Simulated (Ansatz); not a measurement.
Calculated with Ansatz (gas phase, PBE0-D4/def2-TZVP geometries, no zero-point term in ΔE). CBS: MP2 limit from def2 TZ/QZ plus the TZ coupled-cluster correction, frozen cores. This one scheme is used for every species. DFT in def2-TZVPP. B3LYP here is the variant with VWN-RPA as its local correlation; programs differ in this. HSE06 is defined as in plane-wave codes. For Ge outer-core shells are correlated without core-valence functions, which leaves a few kJ/mol of doubt a bond. Scalar relativity is left out up to krypton. One conformer a species, not always the lowest.

Reaction (germylene formation by 1,1-elimination): `[NH2][GeH2][O]BF` → `[NH2][GeH]` + `OBF`

`[NH2][GeH2][O]BF`:

Z-matrix (Å, degrees):
```
Ge
O 1 1.807
N 1 1.814 2 111.7
H 1 1.532 2 107.3 3 -119.2
H 1 1.528 2 103.7 3 117.5
B 2 1.335 1 126.8 3 99.9
H 3 1.009 1 116.2 2 -69.2
H 3 1.010 1 116.1 2 62.1
F 6 1.330 2 118.8 1 -177.9
H 6 1.203 2 123.8 1 2.0
```

`[NH2][GeH]`:

Cartesian coordinates in Å:
```
N -0.159 -0.374 -0.447
Ge -0.555 0.398 1.147
H -0.788 -1.021 -0.896
H 0.681 -0.220 -0.981
H 0.821 1.216 1.177
```

`OBF`:

Z-matrix (Å, degrees):
```
B
O 1 1.344
F 1 1.332 2 120.3
H 1 1.192 2 120.1 3 -180.0
H 2 0.963 1 113.4 3 -0.0
```

```csv
level,ΔE (kJ/mol),difference from CCSD(T)/CBS
LDA (SPW92),137.9,10.7
PBE-D4,110.6,-16.6
revPBE-D4,105.1,-22.1
BLYP-D4,93.9,-33.3
r2SCAN-D4,133.4,6.2
B97M-V,135.6,8.4
PBE0-D4,127.5,0.3
B3LYP-D4,110.6,-16.6
r2SCANh-D4,136.2,9.0
r2SCAN0-D4,140.5,13.3
HSE06-D4,127.2,0.0
BHLYP-D4,131.2,4.0
CAM-B3LYP-D4,126.1,-1.1
B2PLYP,120.0,-7.2
PBE-QIDH,146.0,18.8
PBE,103.5,-23.7
revPBE,89.0,-38.2
BLYP,79.6,-47.6
PBE0,121.3,-5.9
B3LYP,99.4,-27.8
r2SCANh,134.0,6.8
r2SCAN0,138.1,10.9
HSE06,121.3,-5.9
BHLYP,122.0,-5.2
CAM-B3LYP,119.6,-7.6
LC-ωPBE,142.7,15.5
RPA@PBE/def2-TZVPP,125.9,-1.3
HF/def2-SVP,126.7,-0.5
MP2/def2-SVP,140.9,13.7
CCSD(T)/def2-SVP,124.0,-3.2
HF/def2-TZVPP,129.6,2.4
MP2/def2-TZVPP,149.6,22.4
SCS-MP2/def2-TZVPP,142.1,14.9
CCSD/def2-TZVPP,137.1,9.9
CCSD(T)/def2-TZVPP,138.1,10.9
HF/def2-QZVPP,129.6,2.4
MP2/def2-QZVPP,143.3,16.1
SCS-MP2/def2-QZVPP,137.3,10.1
HF/CBS(def2),129.6,2.4
CCSD/CBS(def2),126.2,-1.0
CCSD(T)/CBS,127.2,0
```

Largest T1 diagnostic among the species: 0.015.

In def2-TZVPP, CCSD(T) changes the Hartree–Fock value by +8.5 kJ/mol (the triples alone add +1.0 kJ/mol) and MP2 by +20.0 kJ/mol. From BLYP to BHLYP (50 % exact exchange), in def2-TZVPP and without D4, ΔE moves by +42.3 kJ/mol.
